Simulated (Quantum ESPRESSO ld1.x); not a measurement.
Results of a calculation; reference values are marked as such.
Problem. These are the eigenvalues of the occupied orbitals of an atom or ion with whole-number occupations (eV). Level of theory: scalar-relativistic Kohn-Sham, LDA (Slater exchange, Gunnarsson-Lundqvist correlation), spin-unpolarised, spherical densities, point nucleus (ld1.x of Quantum ESPRESSO 7.5).

orbital  eigenvalue
1s         -43387.7
2s         -7041.13
2p         -6300.18
3s         -1547.62
3p         -1313.93
3d         -988.964
4s         -328.439
4p         -251.872
4d         -143.014
5s         -66.5396
5p         -47.4836
4f         -28.0365

Which element is it, and in what charge state? The configuration may be excited.

Solution. Z = 60, neodymium, charge +3: Nd3+ in [Kr] 4d10 4f4 5s2 5p5. The list shows which subshells hold electrons but not how many an open one holds; the 1s level, -1594.5 hartree, gives Z - s = 56.5 by -(Z - s)^2/2, which with screening and relativity narrows Z to a few neighbours, and the depths of the outer levels then fix element, charge and occupations together.
